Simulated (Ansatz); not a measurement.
Strength of the Si–Ge bond: SiH2(CH3)(GeH3) → SiH2(CH3) + GeH3

Species: SiH2(CH3)(GeH3), singlet; SiH2(CH3), doublet; GeH3 `[GeH3]`, doublet. 

Shapes, held fixed at every level: PBE0-D4/def2-TZVP. Programs: Ansatz 0.2.0. The zero-point and thermal change to 298 K, harmonic and unscaled (PBE0-D4/def2-TZVP), is -10.9 kJ/mol.

```
             level                    kind  ΔH(298 K) (kJ/mol)  less CCSD(T)/def2-TZVPP  CPU time (sum over the molecules)
 PBE-D4/def2-TZVPP                     GGA              +300.9                     -5.9                               15 s
PBE0-D4/def2-TZVPP           global hybrid              +302.4                     -4.4                               16 s
wB97M-V/def2-TZVPP  range-separated hybrid              +310.8                     +4.0                               64 s
 B2PLYP/def2-TZVPP           double hybrid              +296.4                    -10.4                               26 s
     CCSD/def2-SVP   coupled cluster or CI              +282.3                    -24.5                                  –
   CCSD/def2-TZVPP   coupled cluster or CI              +300.0                     -6.8                                  –
CCSD(T)/def2-TZVPP   coupled cluster or CI              +306.8                      0.0                              6 min
```

The highest level, CCSD(T)/def2-TZVPP, gives ΔH(298 K) = +306.8 kJ/mol; the levels span +282.3 to +310.8. The column of differences is taken from that level and isn't an error. No measured value is set beside it here. Open shells run unrestricted unless RO is named. Relativity is left out for Ge unless named. Correlated rows may include outer-core shells of Ge, which these sets cover unevenly. Times are processor times on shared x86 and Arm servers, and rough.
